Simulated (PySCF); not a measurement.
Geometry:
```tsv
atom	x (Å)	y (Å)	z (Å)
F1	0.068	1.772	-0.222
C2	-0.912	0.917	-0.628
C3	-1.541	0.043	0.413
C4	-0.619	-0.556	-0.618
O5	0.595	-1.066	-0.269
Si6	1.908	-0.419	0.449
H7	-1.495	1.365	-1.423
H8	-1.144	0.132	1.412
H9	-2.600	-0.152	0.361
H10	-1.070	-1.140	-1.416
H11	1.578	0.208	1.730
H12	2.571	0.554	-0.415
H13	2.656	-1.657	0.608
```

Geometry: GFN2-xTB; GIAO absolute shieldings from PySCF 2.14.0 with density-fitted response routines, gas phase, non-relativistic, averaged over equivalent atoms.

At CAM-B3LYP/pcSseg-1 (144 basis functions, of the order of 50 core-seconds):
| atoms | σ (ppm) |
| --- | --- |
| F1 | 436.1 |
| C2 | 108.1 |
| C4 | 133.3 |
| C3 | 172.1 |
| O5 | 341.1 |
| Si6 | 385.1 |
| H11/H12/H13 | 27.08 |
| H7 | 27.26 |
| H10 | 28.40 |
| H8 | 30.67 |
| H9 | 31.03 |

Task: Estimate the result of repeating the calculation with KT2/6-311G**.

Result: 
```json
{"atoms": "F1", "σ at KT2/6-311G**": "427.0", "change": "-9.1"}
{"atoms": "C2", "σ at KT2/6-311G**": "115.7", "change": "+7.6"}
{"atoms": "C4", "σ at KT2/6-311G**": "138.7", "change": "+5.4"}
{"atoms": "C3", "σ at KT2/6-311G**": "179.6", "change": "+7.5"}
{"atoms": "O5", "σ at KT2/6-311G**": "332.3", "change": "-8.8"}
{"atoms": "Si6", "σ at KT2/6-311G**": "404.2", "change": "+19.1"}
{"atoms": "H11/H12/H13", "σ at KT2/6-311G**": "26.75", "change": "-0.33"}
{"atoms": "H7", "σ at KT2/6-311G**": "27.45", "change": "+0.19"}
{"atoms": "H10", "σ at KT2/6-311G**": "28.53", "change": "+0.13"}
{"atoms": "H8", "σ at KT2/6-311G**": "31.21", "change": "+0.54"}
{"atoms": "H9", "σ at KT2/6-311G**": "31.46", "change": "+0.43"}
```

The largest change is at Si6 (silicon bonded to O, 3 H). Cost: 158 basis functions, about 70 core-seconds. The order of the carbon signals is the same at both levels.
